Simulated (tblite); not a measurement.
Species: C5H10GeO.
SMILES with atom numbers: `[CH3:1][O:2][C@@H:3]1[CH:4]=[CH:5][CH2:6][GeH2:7]1` (hydrogens: H8, H9, H10 on C1; H11 on C3; H12 on C4; H13 on C5; H14, H15 on C6; H16, H17 on Ge7)

Computed with GFN2-xTB (tblite), gas phase: L-BFGS steps from a force-field or distance-geometry start until the largest atomic force falls under 0.01 eV/Å.

The end geometry, which sets the zero of energy:
```
atom  x, y, z in Å
C1      2.6306   -0.4252    0.2468
O2      1.6609   -0.0245   -0.6732
C3      0.3760   -0.5068   -0.3438
C4     -0.5836   -0.1755   -1.4477
C5     -1.7626    0.3598   -1.1768
C6     -2.1696    0.6461    0.2377
Ge7    -0.4928    0.3621    1.2588
H8      2.7296   -1.5185    0.2735
H9      2.3759   -0.0762    1.2612
H10     3.5726    0.0198   -0.0672
H11     0.4224   -1.6037   -0.2239
H12    -0.2563   -0.3823   -2.4550
H13    -2.4662    0.5975   -1.9627
H14    -2.9477   -0.0535    0.5502
H15    -2.5950    1.6469    0.3191
H16     0.1596    1.6443    1.7026
H17    -0.6610   -0.4983    2.4908
```

Question: These geometries come from the run, each turned onto the end geometry. Order them by energy, lowest first.
A.
```
atom  x, y, z in Å
C1      2.6494   -0.1249    0.0178
O2      1.3692    0.3558   -0.2821
C3      0.3254   -0.6123   -0.0608
C4     -0.6627   -0.6127   -1.2004
C5     -1.7224    0.1640   -1.1055
C6     -1.8935    1.0446    0.0938
Ge7    -0.7889    0.0864    1.4180
H8      2.9338   -0.9237   -0.6740
H9      2.6971   -0.4904    1.0502
H10     3.3361    0.7129   -0.0901
H11     0.7564   -1.6078    0.1035
H12    -0.5079   -1.2593   -2.0547
H13    -2.4816    0.1850   -1.8763
H14    -2.9383    1.1509    0.3905
H15    -1.4842    2.0352   -0.1331
H16    -0.0286    0.9581    2.3486
H17    -1.5665   -1.0499    2.0451
```
B.
```
atom  x, y, z in Å
C1      2.6206   -0.2577    0.1878
O2      1.5606    0.0705   -0.6584
C3      0.3649   -0.5982   -0.2979
C4     -0.6432   -0.3901   -1.3899
C5     -1.7560    0.2879   -1.1647
C6     -2.0677    0.8317    0.1986
Ge7    -0.5550    0.1998    1.3079
H8      2.8716   -1.3240    0.1127
H9      2.3643   -0.0377    1.2382
H10     3.4729    0.3455   -0.1188
H11     0.5734   -1.6748   -0.1841
H12    -0.3860   -0.7657   -2.3681
H13    -2.4714    0.4619   -1.9582
H14    -3.0402    0.4719    0.5386
H15    -2.1288    1.9204    0.1593
H16     0.1668    1.2995    2.0447
H17    -0.9541   -0.8290    2.3427
```
C.
```
atom  x, y, z in Å
C1      2.6082   -0.1315    0.0865
O2      1.3726    0.2266   -0.4579
C3      0.3182   -0.6897   -0.1551
C4     -0.6749   -0.5858   -1.2772
C5     -1.7022    0.2429   -1.1577
C6     -1.9564    0.9634    0.1357
Ge7    -0.7039    0.0651    1.3893
H8      2.9728   -1.0673   -0.3577
H9      2.5640   -0.2480    1.1798
H10     3.2966    0.6734   -0.1655
H11     0.7194   -1.7031   -0.0630
H12    -0.4716   -1.1312   -2.1875
H13    -2.3976    0.4049   -1.9735
H14    -3.0141    0.8973    0.3990
H15    -1.7211    2.0243    0.0305
H16     0.1519    0.9730    2.2281
H17    -1.3689   -0.9024    2.3367
```
D.
```
atom  x, y, z in Å
C1      2.6349   -0.1420   -0.0128
O2      1.3435    0.3616   -0.2346
C3      0.3636   -0.5999   -0.0999
C4     -0.6649   -0.5805   -1.1728
C5     -1.6968    0.1687   -1.0649
C6     -1.8982    1.0494    0.0845
Ge7    -0.7976    0.0638    1.3597
H8      2.9453   -0.9305   -0.6891
H9      2.6863   -0.4659    1.0627
H10     3.3344    0.7120   -0.0733
H11     0.7329   -1.6042    0.1427
H12    -0.5190   -1.2673   -2.0576
H13    -2.4869    0.1787   -1.8802
H14    -2.9418    1.1223    0.4148
H15    -1.4560    2.0451   -0.1550
H16    -0.0187    0.9758    2.3364
H17    -1.5682   -1.0752    2.0297
```
E.
```
atom  x, y, z in Å
C1      2.5925   -0.1708    0.1751
O2      1.4800    0.1417   -0.6096
C3      0.3535   -0.6602   -0.2833
C4     -0.6750   -0.4873   -1.3628
C5     -1.7527    0.2508   -1.1471
C6     -1.9810    0.9089    0.1801
Ge7    -0.5870    0.1010    1.3293
H8      2.9370   -1.1943   -0.0271
H9      2.3579   -0.0907    1.2500
H10     3.3773    0.5392   -0.0816
H11     0.6624   -1.7144   -0.2171
H12    -0.4696   -0.9471   -2.3185
H13    -2.4901    0.4121   -1.9225
H14    -2.9973    0.7294    0.5301
H15    -1.8697    1.9893    0.0728
H16     0.2222    1.0948    2.1105
H17    -1.1676   -0.8904    2.3120
```

Answer: B (0.018 eV), E (0.032 eV), C (0.073 eV), A (0.188 eV), D (0.619 eV).

In the order of the answer:

| step | E above end (eV) | largest force (eV/Å) | rms force component (eV/Å) | rms distance from end (Å) | rms bond change (Å) | bond most changed (Å) |
| --- | --- | --- | --- | --- | --- | --- |
| 85 | 0.018 | 0.10 | 0.027 | 0.314 | 0.002 | O2–C3 +0.005 |
| 57 | 0.032 | 0.07 | 0.027 | 0.470 | 0.003 | O2–C3 +0.009 |
| 42 | 0.073 | 0.10 | 0.041 | 0.610 | 0.007 | C3–Ge7 -0.020 |
| 4 | 0.188 | 0.60 | 0.158 | 0.775 | 0.014 | C3–Ge7 -0.040 |
| 0 | 0.619 | 4.30 | 1.048 | 0.779 | 0.031 | C5–H13 +0.054 |

The cost below is that of the whole relaxation. On Intel Xeon at 2.50 GHz, one thread (shared host), this took 2.8 s of wall time.
